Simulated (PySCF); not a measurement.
PySCF input for C3H6NO, SMILES C[N]C(C)=O, multiplicity 2, TDA-B3LYP/def2-SVPD. Coordinates come from a TPSSh-D3(BJ)/def2-SVP optimisation. The isomer is the one that the SMILES or the coordinates give; other isomers of the formula were not compared.

```python
import numpy as np
from pyscf import gto, scf, dft, tdscf

mol = gto.M(
    atom='''
    C     1.92009745    0.19338888    0.11881034
    N     0.58590110    0.56931591    0.48486197
    C    -0.47096284   -0.07694491   -0.12447419
    C    -1.73074042   -0.18271377    0.69886059
    O    -0.39364755   -0.41684524   -1.30360364
    H     2.48309325    1.08427293   -0.20821204
    H     2.42982593   -0.16990276    1.03200030
    H     1.95334519   -0.58506625   -0.66198070
    H    -2.43387481   -0.86889832    0.21010642
    H    -2.19305166    0.81352822    0.78448490
    H    -1.50183040   -0.52676442    1.71921583
    ''',
    basis='def2-SVPD',
    charge=0,
    spin=1,
    max_memory=1600,
    verbose=4,
)
mf = dft.UKS(mol, xc='b3lyp').density_fit(auxbasis='def2-universal-jkfit')
mf.grids.level = 3
mf.conv_tol = 1e-9
mf.max_cycle = 100
mf.kernel()
fine, coarse = mf.grids, dft.Grids(mol).set(level=1).build(with_non0tab=True)
for _ in range(3):  # follow internal instabilities
    mf.grids = coarse
    mo, _, stable, _ = mf.stability(return_status=True, nroots=4)
    mf.grids = fine
    if stable:
        break
    mf.kernel(mf.make_rdm1(mo, mf.mo_occ))
mf.grids = dft.Grids(mol).set(level=1).build(with_non0tab=True)  # coarser grid for the response kernel
td = tdscf.TDA(mf)
td.nstates = 10
td.conv_tol = 1e-4
td.kernel(x0=td.get_init_guess(mf, 15))
td.analyze()
```

It prints:

```
PySCF version 2.14.0

[INPUT] verbose = 4
[INPUT] num. atoms = 11
[INPUT] num. electrons = 39
[INPUT] charge = 0
[INPUT] spin (= nelec alpha-beta = 2S) = 1
[INPUT] symmetry False subgroup None
[INPUT] Mole.unit = angstrom
[INPUT] Symbol           X                Y                Z      unit          X                Y                Z       unit  Magmom
[INPUT]  1 C      1.920097450000   0.193388880000   0.118810340000 AA    3.628458312976   0.365452018736   0.224519003366 Bohr   0.0
[INPUT]  2 N      0.585901100000   0.569315910000   0.484861970000 AA    1.107192615081   1.075851148258   0.916256331517 Bohr   0.0
[INPUT]  3 C     -0.470962840000  -0.076944910000  -0.124474190000 AA   -0.889990782447  -0.145404806579  -0.235222128677 Bohr   0.0
[INPUT]  4 C     -1.730740420000  -0.182713770000   0.698860590000 AA   -3.270625386515  -0.345278984487   1.320655114352 Bohr   0.0
[INPUT]  5 O     -0.393647550000  -0.416845240000  -1.303603640000 AA   -0.743886059106  -0.787723339929  -2.463453854586 Bohr   0.0
[INPUT]  6 H      2.483093250000   1.084272930000  -0.208212040000 AA    4.692366184256   2.048978881980  -0.393463731437 Bohr   0.0
[INPUT]  7 H      2.429825930000  -0.169902760000   1.032000300000 AA    4.591705538067  -0.321069684208   1.950197927469 Bohr   0.0
[INPUT]  8 H      1.953345190000  -0.585066250000  -0.661980700000 AA    3.691287435837  -1.105614977226  -1.250962222748 Bohr   0.0
[INPUT]  9 H     -2.433874810000  -0.868898320000   0.210106420000 AA   -4.599356812378  -1.641979854895   0.397043590813 Bohr   0.0
[INPUT] 10 H     -2.193051660000   0.813528220000   0.784484900000 AA   -4.144267014423   1.537345530405   1.482461609857 Bohr   0.0
[INPUT] 11 H     -1.501830400000  -0.526764420000   1.719215830000 AA   -2.838048141546  -0.995440485965   3.248847067717 Bohr   0.0

nuclear repulsion = 169.651979508455
number of shells = 65
number of NR pGTOs = 213
number of NR cGTOs = 151
basis = def2-SVPD
ecp = {}


[settings echo left out]
init E= -248.038748112224
  alpha nocc = 20  HOMO = -0.260588774099624  LUMO = -0.0616369932902994
  beta  nocc = 19  HOMO = -0.309521468275562  LUMO = -0.260588774099625

WARN: HOMO -0.260588774099624 >= LUMO -0.260588774099625

cycle= 1 E= -247.538316794663  delta_E=  0.5  |g|= 0.583  |ddm|=  3.2
  alpha nocc = 20  HOMO = -0.0920038876328428  LUMO = 0.0106444268446579
  beta  nocc = 19  HOMO = -0.151351100268903  LUMO = -0.0826901381228611
  HOMO = -0.0920038876328  LUMO = -0.0826901381229  gap/eV = 0.25344
cycle= 2 E= -246.303605692058  delta_E= 1.23  |g|= 1.69  |ddm|=    2
  alpha nocc = 20  HOMO = -0.23871280486641  LUMO = 0.00201551437752423
  beta  nocc = 19  HOMO = -0.235033967359274  LUMO = -0.135386048983741
  HOMO = -0.235033967359  LUMO = -0.135386048984  gap/eV = 2.71156
cycle= 3 E= -247.644730854736  delta_E= -1.34  |g|= 0.283  |ddm|= 1.78
  alpha nocc = 20  HOMO = -0.28717234100844  LUMO = -0.00381027389617961
  beta  nocc = 19  HOMO = -0.264457285023802  LUMO = -0.175045651473347
  HOMO = -0.264457285024  LUMO = -0.175045651473  gap/eV = 2.43301
cycle= 4 E= -247.682806033109  delta_E= -0.0381  |g|= 0.0843  |ddm|= 0.58
  alpha nocc = 20  HOMO = -0.280328731813913  LUMO = -0.00462247107757996
  beta  nocc = 19  HOMO = -0.268405559933357  LUMO = -0.152478805823907
  HOMO = -0.268405559933  LUMO = -0.152478805824  gap/eV = 3.15453
cycle= 5 E= -247.685953677334  delta_E= -0.00315  |g|= 0.0293  |ddm|= 0.154
  alpha nocc = 20  HOMO = -0.279909294408614  LUMO = -0.00228807307661105
  beta  nocc = 19  HOMO = -0.269365645092482  LUMO = -0.150041442338979
  HOMO = -0.269365645092  LUMO = -0.150041442339  gap/eV = 3.24698
cycle= 6 E= -247.68638226174  delta_E= -0.000429  |g|= 0.00919  |ddm|= 0.0457
  alpha nocc = 20  HOMO = -0.280118446494631  LUMO = -0.00248555910138482
  beta  nocc = 19  HOMO = -0.269910458559549  LUMO = -0.148063183448323
  HOMO = -0.26991045856  LUMO = -0.148063183448  gap/eV = 3.31563
cycle= 7 E= -247.686455441182  delta_E= -7.32e-05  |g|= 0.00315  |ddm|= 0.0203
  alpha nocc = 20  HOMO = -0.280623022294569  LUMO = -0.00295889232633195
  beta  nocc = 19  HOMO = -0.270392234499016  LUMO = -0.148048139176056
  HOMO = -0.270392234499  LUMO = -0.148048139176  gap/eV = 3.32915
cycle= 8 E= -247.686470447754  delta_E= -1.5e-05  |g|= 0.00145  |ddm|= 0.00935
  alpha nocc = 20  HOMO = -0.280287468376728  LUMO = -0.0027049691999923
  beta  nocc = 19  HOMO = -0.270018590090192  LUMO = -0.147656462511347
  HOMO = -0.27001859009  LUMO = -0.147656462511  gap/eV = 3.32964
cycle= 9 E= -247.686473682517  delta_E= -3.23e-06  |g|= 0.00073  |ddm|= 0.00411
  alpha nocc = 20  HOMO = -0.280454050697666  LUMO = -0.0028429720315537
  beta  nocc = 19  HOMO = -0.270123547283015  LUMO = -0.147771537550509
  HOMO = -0.270123547283  LUMO = -0.147771537551  gap/eV = 3.32937
cycle= 10 E= -247.686475046152  delta_E= -1.36e-06  |g|= 0.000396  |ddm|= 0.00303
  alpha nocc = 20  HOMO = -0.280428938032575  LUMO = -0.0028006498119777
  beta  nocc = 19  HOMO = -0.270067665314028  LUMO = -0.14772670704207
  HOMO = -0.270067665314  LUMO = -0.147726707042  gap/eV = 3.32907
cycle= 11 E= -247.686475655573  delta_E= -6.09e-07  |g|= 0.000185  |ddm|= 0.00274
  alpha nocc = 20  HOMO = -0.280452107243019  LUMO = -0.00280417570403779
  beta  nocc = 19  HOMO = -0.270087120108922  LUMO = -0.147728798907378
  HOMO = -0.270087120109  LUMO = -0.147728798907  gap/eV = 3.32954
cycle= 12 E= -247.686475807  delta_E= -1.51e-07  |g|= 0.000119  |ddm|= 0.00156
  alpha nocc = 20  HOMO = -0.28042851344553  LUMO = -0.0027919921975359
  beta  nocc = 19  HOMO = -0.270068812727333  LUMO = -0.147722381275468
  HOMO = -0.270068812727  LUMO = -0.147722381275  gap/eV = 3.32922
cycle= 13 E= -247.686475835357  delta_E= -2.84e-08  |g|= 7.77e-05  |ddm|= 0.000521
  alpha nocc = 20  HOMO = -0.280432866734803  LUMO = -0.00279192039126919
  beta  nocc = 19  HOMO = -0.270079619285865  LUMO = -0.147732739128818
  HOMO = -0.270079619286  LUMO = -0.147732739129  gap/eV = 3.32923
cycle= 14 E= -247.686475851197  delta_E= -1.58e-08  |g|= 5.17e-05  |ddm|= 0.000422
  alpha nocc = 20  HOMO = -0.280427593088211  LUMO = -0.00278725739036645
  beta  nocc = 19  HOMO = -0.270079474077856  LUMO = -0.147725831773488
  HOMO = -0.270079474078  LUMO = -0.147725831773  gap/eV = 3.32941
cycle= 15 E= -247.686475858927  delta_E= -7.73e-09  |g|= 2.44e-05  |ddm|= 0.00045
  alpha nocc = 20  HOMO = -0.280423999685993  LUMO = -0.00278665237789921
  beta  nocc = 19  HOMO = -0.27007973473264  LUMO = -0.14772608519941
  HOMO = -0.270079734733  LUMO = -0.147726085199  gap/eV = 3.32941
cycle= 16 E= -247.686475859774  delta_E= -8.46e-10  |g|= 1.02e-05  |ddm|= 7.67e-05
  alpha nocc = 20  HOMO = -0.280424140147595  LUMO = -0.00278631797894446
  beta  nocc = 19  HOMO = -0.270080682957304  LUMO = -0.147725252115158
  HOMO = -0.270080682957  LUMO = -0.147725252115  gap/eV = 3.32946
Extra cycle  E= -247.686475859926  delta_E= -1.53e-10  |g|= 1.29e-05  |ddm|= 4.27e-05
converged SCF energy = -247.686475859926  <S^2> = 0.76045853  2S+1 = 2.0104313
tot grids = 40672
uhf_internal: lowest eigs of H = [0.08069392 0.16147428 0.27528714 0.34756536]
<class 'pyscf.df.df_jk.DFUKS'> wavefunction is stable in the internal stability analysis
tot grids = 40672


******** <class 'pyscf.tdscf.uks.TDA'> for <class 'pyscf.df.df_jk.DFUKS'> ********
nstates = 10
deg_eia_thresh = 1.000e-03
wfnsym = None
conv_tol = 0.0001
eigh lindep = 1e-12
eigh level_shift = 0
eigh max_cycle = 100


Excitation energies (eV)
[1.26272611 2.42584831 4.46945151 5.12953012 5.51886824 5.55842045
 6.05499244 6.17192046 6.48624013 6.52622142]

** Excitation energies and oscillator strengths **
Excited State   1:      1.26273 eV    981.88 nm  f=0.0004
      18b ->   20b     -0.24756
      19b ->   20b     -0.96221
Excited State   2:      2.42585 eV    511.10 nm  f=0.0103
      17b ->   20b     -0.10014
      18b ->   20b     -0.94016
      19b ->   20b      0.24431
      19b ->   21b     -0.13832
Excited State   3:      4.46945 eV    277.40 nm  f=0.0100
      17a ->   21a     -0.15147
      19a ->   21a      0.28234
      20a ->   21a      0.13469
      17b ->   20b     -0.90822
Excited State   4:      5.12953 eV    241.71 nm  f=0.0006
      20a ->   21a     -0.78448
      20a ->   22a      0.12332
      17b ->   20b     -0.17230
      19b ->   21b      0.52946
      19b ->   22b     -0.14456
Excited State   5:      5.51887 eV    224.66 nm  f=0.0044
      19a ->   21a     -0.34926
      12b ->   20b      0.15422
      15b ->   20b      0.13114
      16b ->   20b      0.83531
      17b ->   20b     -0.11217
      18b ->   21b      0.15415
      19b ->   21b      0.22315
Excited State   6:      5.55842 eV    223.06 nm  f=0.0002
      19a ->   21a      0.37923
      20a ->   21a     -0.49051
      16b ->   20b      0.38779
      17b ->   20b      0.13748
      19b ->   21b     -0.62088
      19b ->   22b      0.13718
Excited State   7:      6.05499 eV    204.76 nm  f=0.0040
      19a ->   21a      0.35510
      20a ->   21a      0.11487
      13b ->   20b     -0.29368
      15b ->   20b     -0.80873
      16b ->   20b      0.23006
      19b ->   21b      0.14771
Excited State   8:      6.17192 eV    200.88 nm  f=0.0290
      18a ->   21a     -0.21091
      19a ->   21a     -0.27798
      20a ->   21a     -0.16952
      12b ->   20b      0.11238
      15b ->   20b     -0.34022
      16b ->   20b     -0.20941
      17b ->   20b     -0.17239
      18b ->   21b      0.72206
      18b ->   22b     -0.19662
      19b ->   21b     -0.22314
Excited State   9:      6.48624 eV    191.15 nm  f=0.0168
      18a ->   21a      0.57144
      19a ->   21a     -0.45001
      13b ->   20b      0.30168
      14b ->   20b     -0.25333
      15b ->   20b     -0.37911
      17b ->   20b     -0.11121
      18b ->   21b     -0.26011
      19b ->   21b     -0.19902
Excited State  10:      6.52622 eV    189.98 nm  f=0.0857
      18a ->   21a     -0.22360
      14b ->   20b     -0.94578
      15b ->   20b      0.10105

** Transition electric dipole moments (AU) **
state          X           Y           Z        Dip. S.      Osc.
  1        -0.0314     -0.0585      0.0880      0.0122      0.0004
  2         0.2089      0.0960      0.3472      0.1734      0.0103
  3        -0.0247     -0.1464     -0.2635      0.0915      0.0100
  4        -0.0068     -0.0114     -0.0653      0.0044      0.0006
  5         0.1746     -0.0427      0.0235      0.0329      0.0044
  6         0.0209     -0.0260      0.0217      0.0016      0.0002
  7         0.1546      0.0426      0.0318      0.0267      0.0040
  8        -0.3883     -0.0507     -0.1956      0.1917      0.0290
  9        -0.2237     -0.0285     -0.2347      0.1059      0.0168
 10         0.7295      0.0518      0.0320      0.5358      0.0857

** Transition velocity dipole moments (imaginary part, AU) **
state          X           Y           Z        Dip. S.      Osc.
  1        -0.0010      0.0068     -0.0167      0.0003      0.0047
  2        -0.0006     -0.0125     -0.0747      0.0057      0.0430
  3         0.0017      0.0094      0.0267      0.0008      0.0033
  4        -0.0008     -0.0009      0.0016      0.0000      0.0000
  5         0.0154      0.0056     -0.0047      0.0003      0.0010
  6         0.0014     -0.0012      0.0018      0.0000      0.0000
  7         0.0208     -0.0063     -0.0099      0.0006      0.0017
  8        -0.0437     -0.0030      0.0209      0.0024      0.0069
  9        -0.0306      0.0055      0.0127      0.0011      0.0032
 10         0.0958      0.0138     -0.0033      0.0094      0.0261

** Transition magnetic dipole moments (imaginary part, AU) **
state          X           Y           Z
  1        -0.5173     -0.1034     -0.3190
  2        -0.4129     -0.0872      0.1951
  3        -0.1146      0.0029      0.1490
  4        -0.0106      0.0109      0.1902
  5         0.1704      0.2387     -0.0944
  6        -0.2124      0.2613      0.6441
  7         0.3470     -0.1240     -0.1478
  8         0.3436      0.1019      0.3441
  9         0.1469      0.0576      0.0704
 10        -0.1449     -0.3068      0.0212
```

The calculation finished and met its thresholds.

Cost: very roughly 5 core-minutes.
